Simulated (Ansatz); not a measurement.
C₂H₅FOSi (`C=CO[SiH2]F`). Charge 0, multiplicity 1. All single points use the PBE0-D4/def2-TZVP geometry. It is one conformer, not always the lowest.

```xyz
10

C    -1.098    0.559    1.704
C    -0.433    0.555    0.562
O     0.316   -0.506    0.158
Si    0.991   -0.719   -1.315
F    -0.088   -1.273   -2.347
H    -1.085   -0.296    2.367
H    -1.670    1.432    1.985
H    -0.438    1.408   -0.115
H     2.041   -1.739   -1.152
H     1.465    0.579   -1.847
```

Question: What is the dipole moment at B3LYP/def2-TZVPP? (An estimate is asked.)

Answer: Computed: 1.28 D, with components (0.73, 1.03, 0.22) D in this frame, pointing from negative to positive charge.

Question: And with PBE, r2SCAN, ωB97M-V? (An estimate is asked.)

Answer: Computed: PBE 1.17 D, r2SCAN 1.21 D, ωB97M-V 1.27 D.

Question: Give the Mulliken charges with B3LYP, r2SCAN, ωB97M-V in def2-TZVPP. (Estimate.)

Answer: Ansatz gave: 
```
atom  B3LYP  r2SCAN  ωB97M-V
  C1  -0.25   -0.24    -0.25
  C2   0.07    0.10     0.07
  O3  -0.31   -0.33    -0.32
 Si4   0.67    0.68     0.58
  F5  -0.32   -0.31    -0.31
  H6   0.10    0.09     0.10
  H7   0.10    0.09     0.10
  H8   0.09    0.09     0.09
  H9  -0.07   -0.08    -0.03
 H10  -0.09   -0.09    -0.05
```

B3LYP here is the variant with VWN-RPA as its local correlation; programs differ in this.
